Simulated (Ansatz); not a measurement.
The cluster Cu₃S⁺, relaxed as a singlet with RKS PBE0-D4/def2-SVP in Ansatz, starting from the GFN2-xTB geometry. Force threshold 0.02 eV/Å.

The relaxation made no stability test and no search for a lower SCF solution. No other spin state of charge 1 was run. The structure comes from a short search, and lower isomers may exist.

Start:

Cartesian coordinates in Å:
```
Cu -1.393 -0.376 0.411
Cu 0.592 1.080 0.857
Cu 0.903 -1.188 -0.143
S -0.102 0.483 -1.125
```

```
step   energy (eV)  largest force component (eV/Å)  SCF passes
   1  -144707.4411                           0.407          19
   2  -144707.4790                           0.274          25
   3  -144707.4976                           0.186          28
   4  -144707.5214                           0.406          24
   5  -144707.5290                           0.003          24
```

Force components are those of the run's own axes.

End:

```
atom   x (Å)   y (Å)   z (Å)
 Cu1  -1.514  -0.377   0.381
 Cu2   0.634   1.197   0.863
 Cu3   0.973  -1.259  -0.221
  S4  -0.092   0.439  -1.024
```

By distances, no bond broke or formed. The bond that changes most is Cu2–S4, from 2.18 to 2.16 Å (atoms count from 1). The end is the same structure that another start reached, the lowest one found.

No frequencies were taken in this run, so the end may be a saddle point.

It took 6 s on 4 threads of Intel Xeon 6975P-C on a shared host.
